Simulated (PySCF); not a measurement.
An unknown is described by computed data only.

Formula: C2H5NOSi.

| Item | Value |
| --- | --- |
| Polarisability | 55.7 au [PBE0/def2-SVPD] |
| UV, strongest line | among the 6 lowest singlet transitions: S6 at 7.96 eV (156 nm, f = 0.013) [TDDFT PBE0/def2-SVPD] |
| Triplet | lowest triplet excitation (Tamm–Dancoff): 5.90 eV [TDA PBE0/def2-SVPD] |
| Rotational structure | rotational constants A, B, C: 6.049, 2.822, 2.155 GHz [GFN2-xTB] |
| Dipole | 3.29 D [PBE0/def2-SVPD] |
| 13C NMR | chemical shifts (computed TMS as zero) by class: 127.0 (1 C), -0.2 (1 C) ppm [GIAO PBE0/pcSseg-1] |
| NMR, other nuclei | isotropic shieldings of nuclei other than C and H, by class: -89 (1 N), 308 (1 O), 386 (1 Si) ppm [GIAO PBE0/pcSseg-1] |
| UV, first state | lowest singlet excitation: 6.92 eV (179 nm, f = 0.004) [TDDFT PBE0/def2-SVPD] |

Electronic properties: PySCF, gas phase, density fitting. Levels stand in brackets. NMR shifts are as computed; neighbouring signals can stand in another order in a measured spectrum. One conformer (not necessarily the lowest) at the GFN2-xTB geometry, without solvent, vibrations or thermal averaging. NMR values are class means; diastereotopic atoms form classes of their own.

Problem. Propose a structure and show how it fits.

Solution. Numbering: `[CH3:1][Si@H:2]([OH:3])[C:4]#[N:5]`. Its formula, C2H5NOSi, gives 2 degrees of unsaturation: 0 rings and 2 π bonds in the structure found. 2 carbons fall into 2 classes; from least to most shielded: cyano carbon [C4] (127.0 ppm), Si-methyl carbon [C1] (-0.2 ppm). The other shieldings belong to: -89 ppm, cyano nitrogen [N5]; 308 ppm, silanol oxygen [O3]; 386 ppm, oxygen-bound silicon [Si2]. S1 is mainly HOMO→LUMO (weight 0.78); the largest Löwdin shares of the orbital it empties are 0.19 on the oxygen-bound silicon, 0.19 on the silanol oxygen, 0.17 on the Si-methyl carbon and 0.16 on the Si–H hydrogen, of the orbital it fills 0.23 on the oxygen-bound silicon, 0.22 on the cyano carbon, 0.21 on the cyano nitrogen and 0.15 on the silanol oxygen. The optimised geometry has point group C1 and is an asymmetric top. Structure: `C([Si@@H](O)C)#N`. Computed isomers that give other values at the same levels: `[H]/N=C\[SiH2]C=O` (rotational constant A: 9.004 GHz; this holds for the one conformer computed); `C#C[Si@H](N)O` (rotational constant A: 6.779 GHz; this holds for the one conformer computed). The assignments are read from this structure; whether some other isomer fits the data as well wasn't checked. The mirror image fits equally.

The values belong to the conformer `[CH3:1][Si@H:2]([OH:3])[C:4]#[N:5]`: H–O3–Si2–C1 -173°.
